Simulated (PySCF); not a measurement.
VH3 at several levels of theory

All levels use the PBE0 minimum (triplet; V–H 1.673 Å (×3); H–V–H 120.0° (×3)), basis [V def2-TZVP, H def2-TZVP], no relativity, density fitting, no spin–orbit coupling, PySCF. For vertical energies the ionised species is a doublet (spins chosen at PBE0 and kept) and the electron-attached one a quartet. Atomisation goes to high-spin ground-configuration atoms, without zero-point energy. Open shells are unrestricted, also as the reference of the correlated levels. A dash marks a value that was not computed or is not defined at that level.

```json
{"level": "PBE0", "atomisation (kJ/mol)": "740", "vertical IP (eV)": "9.49", "vertical EA (eV)": "1.07", "−ε(HOMO) (eV)": "7.71"}
{"level": "HF", "atomisation (kJ/mol)": "422", "vertical IP (eV)": "9.22", "vertical EA (eV)": "0.54", "−ε(HOMO) (eV)": "11.42"}
{"level": "MP2", "atomisation (kJ/mol)": "627", "vertical IP (eV)": "10.08", "vertical EA (eV)": "1.03", "−ε(HOMO) (eV)": "–"}
{"level": "PBE", "atomisation (kJ/mol)": "807", "vertical IP (eV)": "9.13", "vertical EA (eV)": "1.08", "−ε(HOMO) (eV)": "5.25"}
{"level": "CCSD(T)", "atomisation (kJ/mol)": "?", "vertical IP (eV)": "?", "vertical EA (eV)": "?", "−ε(HOMO) (eV)": "–"}
{"level": "r2SCAN", "atomisation (kJ/mol)": "802", "vertical IP (eV)": "9.40", "vertical EA (eV)": "0.93", "−ε(HOMO) (eV)": "5.95"}
{"level": "B3LYP", "atomisation (kJ/mol)": "767", "vertical IP (eV)": "9.52", "vertical EA (eV)": "1.08", "−ε(HOMO) (eV)": "7.31"}
{"level": "TPSSh", "atomisation (kJ/mol)": "?", "vertical IP (eV)": "?", "vertical EA (eV)": "?", "−ε(HOMO) (eV)": "?"}
{"level": "r2SCANh", "atomisation (kJ/mol)": "776", "vertical IP (eV)": "9.51", "vertical EA (eV)": "0.94", "−ε(HOMO) (eV)": "6.86"}
```

Q: Fill in the row of CCSD(T).

A: atomisation (kJ/mol) 680, vertical IP (eV) 9.34, vertical EA (eV) 0.92.

Q: Fill in the row of TPSSh.

A: atomisation (kJ/mol) 835, vertical IP (eV) 9.35, vertical EA (eV) 0.91, −ε(HOMO) (eV) 6.47.

For VH₃ itself CCSD(T) correlates 16 electrons; T1 = 0.039, D1 = 0.109, (T) = -38 kJ/mol.

Spin contamination in at least one species weakens the values at: HF, MP2, CCSD(T).

Without diffuse functions attachment energies tend to come out too low.

Open d and f shells are described by one determinant, and the ground state may have another occupation or spin.
